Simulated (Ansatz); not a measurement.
Reaction (redistribution): `CO[Si]C` + `[SH][Cd][Cl]` → `CO[Si]Cl` + `[CH3][Cd][SH]`

Program: Ansatz. Geometries: PBE0-D4/def2-TZVP. ΔE: electronic, gas phase. CCSD(T)/CBS is the MP2 limit (def2-TZVPP, def2-QZVPP) plus CCSD(T) − MP2 in def2-TZVPP, frozen cores. Functionals use def2-TZVPP. def2 core potentials past Kr. For Cd outer-core shells are correlated without core-valence functions, which leaves a few kJ/mol of doubt a bond. One conformer a species, not always the lowest.

| level | ΔE (eV) |
| --- | --- |
| B97M-V | -0.19 |
| revPBE | -0.34 |

What does CCSD(T)/CBS give? (An estimate is asked.)

The calculation gave: -0.22 eV. The listed levels differ from it by 0.03, -0.12 eV.

Largest T1 diagnostic among the species: 0.014.

From PBE to PBE0 (25 % exact exchange), in def2-TZVPP and without D4, ΔE moves by +0.10 eV. Leaving LDA and LC-ωPBE aside and taking each functional with its dispersion term where it has one, the values, not all of them listed here, spread over 0.20 eV, from BLYP-D4 to BHLYP-D4. LDA lies −0.05 eV from PBE without D4. In def2-TZVPP, CCSD(T) changes the Hartree–Fock value by −0.35 eV (the triples alone add −0.06 eV) and MP2 by −0.47 eV.
